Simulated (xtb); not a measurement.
Harmonic IR lines of one isomer of C₈H₉FSi, unscaled. Level of theory: xtb with GFN2-xTB.

```json
[
 {"wavenumber (cm⁻¹)": "349", "relative intensity": "3.2"},
 {"wavenumber (cm⁻¹)": "501", "relative intensity": "3.1"},
 {"wavenumber (cm⁻¹)": "537", "relative intensity": "4.1"},
 {"wavenumber (cm⁻¹)": "554", "relative intensity": "16"},
 {"wavenumber (cm⁻¹)": "567", "relative intensity": "13"},
 {"wavenumber (cm⁻¹)": "645", "relative intensity": "3.0"},
 {"wavenumber (cm⁻¹)": "780", "relative intensity": "63"},
 {"wavenumber (cm⁻¹)": "794", "relative intensity": "43"},
 {"wavenumber (cm⁻¹)": "803", "relative intensity": "100"},
 {"wavenumber (cm⁻¹)": "822", "relative intensity": "4.7"},
 {"wavenumber (cm⁻¹)": "947", "relative intensity": "18"},
 {"wavenumber (cm⁻¹)": "1008", "relative intensity": "4.4"},
 {"wavenumber (cm⁻¹)": "1069", "relative intensity": "5.8"},
 {"wavenumber (cm⁻¹)": "1163", "relative intensity": "8.0"},
 {"wavenumber (cm⁻¹)": "1234", "relative intensity": "9.0"},
 {"wavenumber (cm⁻¹)": "1262", "relative intensity": "22"},
 {"wavenumber (cm⁻¹)": "1419", "relative intensity": "3.1"},
 {"wavenumber (cm⁻¹)": "1460", "relative intensity": "6.1"},
 {"wavenumber (cm⁻¹)": "1564", "relative intensity": "9.5"},
 {"wavenumber (cm⁻¹)": "1584", "relative intensity": "16"},
 {"wavenumber (cm⁻¹)": "2232", "relative intensity": "81"},
 {"wavenumber (cm⁻¹)": "2251", "relative intensity": "77"},
 {"wavenumber (cm⁻¹)": "2262", "relative intensity": "66"},
 {"wavenumber (cm⁻¹)": "3055", "relative intensity": "7.0"},
 {"wavenumber (cm⁻¹)": "3076", "relative intensity": "6.7"},
 {"wavenumber (cm⁻¹)": "3106", "relative intensity": "11"},
 {"wavenumber (cm⁻¹)": "3130", "relative intensity": "9.2"}
]
```

Q: Name which structure gives these lines.
A) `C=Cc1cc(F)ccc1[SiH3]`
B) `C=C([SiH3])c1cccc(F)c1`
C) `C=Cc1ccc(F)c([SiH3])c1`
D) `C=C([SiH3])c1ccccc1F`

A: A, `C=Cc1cc(F)ccc1[SiH3]`
